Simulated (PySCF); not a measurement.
**Ionisation energy of Ca+ by level of theory**

Ca+ [Ar] 4s1 (2S) → Ca(2+) [Ar] (1S), as a difference of total energies. All numbers are calculated (PySCF 2.14, scalar relativity by spin-free X2C-1e, in aug-cc-pwCVQZ-X2C (11s10p8d6f3g, 150 functions)). Correlated levels: valence and next inner shell: [Ne] frozen; nothing frozen. The calculations carry no spin-orbit coupling.

Question: Order these methods by the ionisation energy they give, lowest first.
A. MP2 (all electrons)
B. SCS-MP2 (all electrons)
C. r2SCAN
D. PBE

Answer: C (11.712 eV), B (11.763 eV), A (11.856 eV), D (12.032 eV).

For comparison: 11.872 eV (measured; NIST Atomic Spectra Database, ionization energies).
